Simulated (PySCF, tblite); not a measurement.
Species: C8H9FO2.
Structure used (GFN2-xTB), in Å, numbered top down from 1:
```
atom  x, y, z in Å
O1     2.639   -1.387    0.091
C2     2.738   -0.424   -0.611
O3     1.807    0.459   -0.914
C4     0.501    0.319   -0.370
C5    -0.373    1.512   -0.688
C6    -1.369    1.453    0.186
F7    -2.447    2.238    0.259
C8    -1.187    0.254    1.077
C9    -1.456   -0.975    0.173
C10   -0.290   -0.934   -0.830
C11    0.343    0.225    1.157
H12    3.669   -0.131   -1.127
H13   -0.209    2.184   -1.504
H14   -1.746    0.267    2.009
H15   -1.431   -1.886    0.769
H16   -2.427   -0.907   -0.315
H17    0.342   -1.817   -0.750
H18   -0.620   -0.830   -1.863
H19    0.745   -0.696    1.574
H20    0.767    1.086    1.671
```

Level of theory: PBE0/pcSseg-1 in PySCF (dipole) on a GFN2-xTB geometry, gas phase.

Take the most abundant isotopes and a rigid rotor. The values belong to one conformer with, in the numbering `[O:1]=[CH:2][O:3][C@@:4]12[CH:5]=[C:6]([F:7])[C@@H:8]([CH2:9][CH2:10]1)[CH2:11]2`, O1–C2–O3–C4 0°, C2–O3–C4–C5 173°.

Problem. Give the principal moments of inertia and the rotational constants in MHz.

Solution. Ia = 197.32, Ib = 627.24, Ic = 696.00 u·Å²; 505379 MHz·u·Å²/I gives A = 2561, B = 805.7, C = 726.1 MHz.

Problem. What kind of rotor is it?

Solution. A near-prolate asymmetric top. Ray's parameter κ = (2B − A − C)/(A − C) = -0.913; −1 is the prolate and +1 the oblate limit.

Problem. Is it planar, by Δ = Ic − Ia − Ib?

Solution. Not planar: Δ = Ic − Ia − Ib = -128.56 u·Å². For a rigid frame Δ = −2 Σ m c², so Σ m c² = 64.28 u·Å² lies off the ab plane: 16.50 from hydrogen and 47.78 from heavier atoms. The atom farthest from that plane is 2.16 Å away.

Problem. Give the other two planar moments, Paa and Pbb, and the rms extents of the mass along the axes.

Solution. Paa = Σ m a² = (Ib + Ic − Ia)/2 = 562.96 and Pbb = Σ m b² = (Ia + Ic − Ib)/2 = 133.03 u·Å². With the mass M = 156.06 u, the rms extents √(P/M) along a, b and c are 1.90, 0.92, 0.64 Å.

Problem. Where do the levels up to J = 4 lie, in MHz?

Solution. Above 0(0,0):
J = 1: 1(0,1) 1532, 1(1,1) 3287, 1(1,0) 3367
J = 2: 2(0,2) 4593, 2(1,2) 6271, 2(1,1) 6510, 2(2,1) 11777, 2(2,0) 11780
J = 3: 3(0,3) 9178, 3(1,3) 10746, 3(1,2) 11223, 3(2,2) 16372, 3(2,1) 16386, 3(3,1) 25351, 3(3,0) 25351
J = 4: 4(0,4) 15279, 4(1,4) 16709, 4(1,3) 17505, 4(2,3) 22498, 4(2,2) 22537, 4(3,2) 31483, 4(3,1) 31484, 4(4,1) 44046, 4(4,0) 44046
Those of J = 1 are B + C, A + C and A + B.

Problem. Which lines would a microwave search look for?

Solution. The dipole components are |μa| = 0.21 D, |μb| = 0.11 D, |μc| = 0.44 D. The squared components, which scale the intensities, stand as 0.23 : 0.06 : 1.00 (a : b : c). Some lines, for components of 0.1 D or more:

```
type  branch         J(Ka,Kc)   MHz  lower level (cm⁻¹)
   b       R  2(0,2) ← 1(1,1)  1305               0.110
   a       R  1(0,1) ← 0(0,0)  1532               0.000
   c       Q  2(1,2) ← 2(0,2)  1679               0.153
   c       Q  1(1,1) ← 1(0,1)  1756               0.051
   b       Q  1(1,0) ← 1(0,1)  1835               0.051
   b       Q  2(1,1) ← 2(0,2)  1917               0.153
   a       R  2(1,2) ← 1(1,1)  2984               0.110
   a       R  2(0,2) ← 1(0,1)  3061               0.051
   a       R  2(1,1) ← 1(1,0)  3143               0.112
   b       R  1(1,1) ← 0(0,0)  3287               0.000
   c       R  1(1,0) ← 0(0,0)  3367               0.000
   b       R  2(1,2) ← 1(0,1)  4740               0.051
   c       R  2(1,1) ← 1(0,1)  4978               0.051
   c       Q  2(2,1) ← 2(1,1)  5267               0.217
   b       Q  2(2,0) ← 2(1,1)  5269               0.217
   b       Q  2(2,1) ← 2(1,2)  5505               0.209
   b       R  2(2,1) ← 1(1,0)  8410               0.112
   c       R  2(2,0) ← 1(1,0)  8413               0.112
   c       R  2(2,1) ← 1(1,1)  8490               0.110
   b       R  2(2,0) ← 1(1,1)  8492               0.110
```

Problem. Estimate the classical rotational partition function at 10 K, 200 K and 500 K.

Solution. Point group C1, symmetry number σ = 1; q = (√π/σ)·√((kT/h)³/(ABC)), k/h = 20836.6 MHz/K: 4360 at 10 K, 390000 at 200 K, 1540000 at 500 K.

Its GFN2-xTB frequencies are all real (lowest 68 cm⁻¹). Zero-point vibration and centrifugal distortion are left out.
